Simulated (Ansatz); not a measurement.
Consider the atomization: `[CH3][Ge]([NH2])([NH2])[NH2]` → C• + Ge• + 9 H• + 3 N•.

Gas-phase electronic energies from Ansatz, PBE0-D4/def2-TZVP geometries. CCSD(T)/CBS is the MP2 limit (def2-TZVPP, def2-QZVPP) plus CCSD(T) − MP2 in def2-TZVPP, frozen cores. This one scheme is used for every species, atoms too. For atomizations the MP2-based limit and the directly extrapolated one differ by several kJ/mol either way, and by 10 to 25 for some Ge, Se and Sn compounds, so smaller differences from it don't rank the levels. DFT in def2-TZVPP. B3LYP here is the variant with VWN-RPA as its local correlation; programs differ in this. No spin–orbit coupling; open shells (•) take unrestricted orbitals. Spin–orbit coupling would lower the free atoms: a little for C; clearly for Ge. For Ge outer-core shells are correlated without core-valence functions, so the limit isn't a true one: a few kJ/mol of doubt a bond, and 10 to 20 or more in all where bonds break to atoms. Scalar relativity is left out up to krypton. Each species was taken in one conformer, which may not be the lowest.

`[CH3][Ge]([NH2])([NH2])[NH2]`:

Cartesian coordinates in Å:
```
C -0.275 1.572 -0.816
Ge 0.036 -0.149 0.038
N 1.346 0.113 1.303
N -1.611 -0.810 0.523
N 0.726 -1.530 -0.942
H -0.982 1.458 -1.639
H -0.687 2.291 -0.105
H 0.663 1.971 -1.204
H 1.204 0.895 1.926
H 1.572 -0.707 1.850
H -2.209 -0.170 1.025
H -1.580 -1.691 1.017
H 1.663 -1.383 -1.287
H 0.134 -1.859 -1.690
```

CCSD(T)/CBS gives +50.44 eV.

Question: Another level gave +49.66 eV. Which?
A. r2SCANh/def2-TZVPP
B. PBE-QIDH/def2-TZVPP
C. BLYP-D4/def2-TZVPP
D. B3LYP/def2-TZVPP

Answer: B. PBE-QIDH 49.66, BLYP-D4 50.38, B3LYP 49.92, r2SCANh 49.57 eV.

Largest T1 diagnostic among the species: 0.010.

From BLYP to BHLYP (50 % exact exchange), in def2-TZVPP and without D4, ΔE moves by −1.29 eV: exact exchange takes away binding that semilocal exchange gives to molecules. The D4 term adds +0.47 eV with B3LYP and +0.25 eV with PBE0; it sums over pairs of atoms, weighted by their polarisabilities, and B3LYP, whose exchange is more repulsive, gets the larger term. At CCSD(T), def2-SVP lies −4.00 eV from the extrapolated value and def2-TZVPP −1.46 eV: correlation converges slowly with the basis, and small sets miss more of it in the bonded molecule than in its fragments.
